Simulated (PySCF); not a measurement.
Cu: excitation energy

Cu [Ar] 3d10 4s1 (2S) → Cu [Ar] 3d9 4s1 5s1 (4D), as a difference of total energies. All numbers are calculated (PySCF 2.14, scalar relativity through the core potential, in aug-cc-pVDZ-PP with ECP10MDF). Correlated levels: valence: 3s2 3p6 frozen. The calculations carry no spin-orbit coupling.

```json
{"method": "UHF", "excitation energy (cm⁻¹)": "38763"}
{"method": "LDA", "excitation energy (cm⁻¹)": "70469"}
{"method": "PBE", "excitation energy (cm⁻¹)": "64910"}
{"method": "PBE0", "excitation energy (cm⁻¹)": "59863"}
{"method": "r2SCAN", "excitation energy (cm⁻¹)": "61477"}
{"method": "BLYP", "excitation energy (cm⁻¹)": "65282"}
{"method": "wB97M-V", "excitation energy (cm⁻¹)": "60920"}
{"method": "revPBE", "excitation energy (cm⁻¹)": "63795"}
{"method": "LC-wPBE", "excitation energy (cm⁻¹)": "63105"}
{"method": "MP2 (valence)", "excitation energy (cm⁻¹)": "67599"}
{"method": "SCS-MP2 (valence)", "excitation energy (cm⁻¹)": "64482"}
```

The upper state lies above the first ionisation limit, but in LS coupling its spin forbids autoionisation to the ground ion. A Rydberg-like electron needs more diffuse functions than a valence basis has.

The promoted electron is Rydberg-like, and one or two diffuse shells describe it only roughly, which tends to raise the upper state.
